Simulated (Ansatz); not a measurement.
CrCl3, relaxed as a doublet with UKS B3LYP-D4/def2-SVP in Ansatz, starting from the B3LYP-D4/def2-SVP geometry of the neutral quartet. Force threshold 0.02 eV/Å.

The charge 0 doublet is spin-contaminated (final ⟨S²⟩ up to 1.76, 0.75 for a pure state). At B3LYP-D4/def2-SVP a quartet of charge 0 lies 0.82 eV below the doublet, each at its own geometry.

Start:

```xyz
4

Cr   -0.015    0.048    0.041
Cl    0.885    1.392   -1.362
Cl    1.199   -0.931    1.507
Cl   -2.070   -0.509   -0.186
```

Estimate the energy that the relaxation releases and the steps that it takes.

0.1 kcal/mol, in 4 steps; 86 s on 2 threads of AMD EPYC 7R43 on a shared host. No frequencies were taken in this run, so the end may be a saddle point.

Does the start keep its bonding and symmetry?

By distances, no bond broke or formed. The bond that changes most is Cr1–Cl2, from 2.14 to 2.13 Å (atoms count from 1). Point group C3v at the start, D3h at the end, both within 0.05 Å; within 0.015 Å the end is C3v.

Predict the relaxed structure.


| atom | x (Å) | y (Å) | z (Å) |
| --- | --- | --- | --- |
| Cr1 | -0.002 | 0.007 | 0.006 |
| Cl2 | 0.876 | 1.398 | -1.343 |
| Cl3 | 1.189 | -0.913 | 1.510 |
| Cl4 | -2.062 | -0.493 | -0.173 |
Bond lengths: 3 × Cl–Cr 2.13 Å.
